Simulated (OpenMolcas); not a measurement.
**4s2 4p along the 31-electron sequence**

| Item | Value |
| --- | --- |
| Program | OpenMolcas |
| Method | RASSCF |
| Basis | ANO-R2 |
| Scalar Hamiltonian | X2C, finite nucleus |
| Spin-orbit coupling | RASSI with atomic mean-field integrals over the reference wave functions, term energies averaged over their components |

Active space for each ion: 3 electrons in 9 orbitals (RAS2 4s 4p; RAS3 4d, at most 2 electrons).

Computed levels in cm-1 above 2P* 1/2:

| Level | As2+ | Se3+ | Br4+ | Kr5+ |
| --- | --- | --- | --- | --- |
| 2P* 3/2 | 2578 | 3833 | 5464 | 7372 |
| weight of 2P* in the lowest level (%) | 100 | 100 | 100 | 100 |

Measured, with the error of the calculation in %. Measured levels: As2+, Se3+, Br4+ from Moore, Atomic Energy Levels, vol. II, NSRDS-NBS 35 (1971 reprint of NBS Circular 467, 1952); Kr5+ from Saloman, J. Phys. Chem. Ref. Data 36, 215 (2007).

```json
{"Level": "2P* 3/2", "As2+": "2940 (-12.3)", "Se3+": "4376 (-12.4)", "Br4+": "6090 (-10.3)", "Kr5+": "8110 (-9.1)"}
```

The fine-structure level 2P* 3/2 changes by a factor of 2.86 from As2+ to Kr5+. Its fourth root runs 7.13, 7.87, 8.60, 9.27, with steps per unit of Z of 0.74, 0.73, 0.67; equal steps would mean a (Z - σ)^4 law with constant σ.

Active for correlation alone: 4d; no level in the range computed is led by a configuration that fills it, so any true level of that kind is missing. Computed and measured levels are paired by configuration, term and J; levels that our copy of the source lacks, or whose pairing is in doubt (as where it misses far off the trend of its configuration), stay unpaired and out of the deviations. Levels of configurations outside the active space are missing.

* marks odd parity.
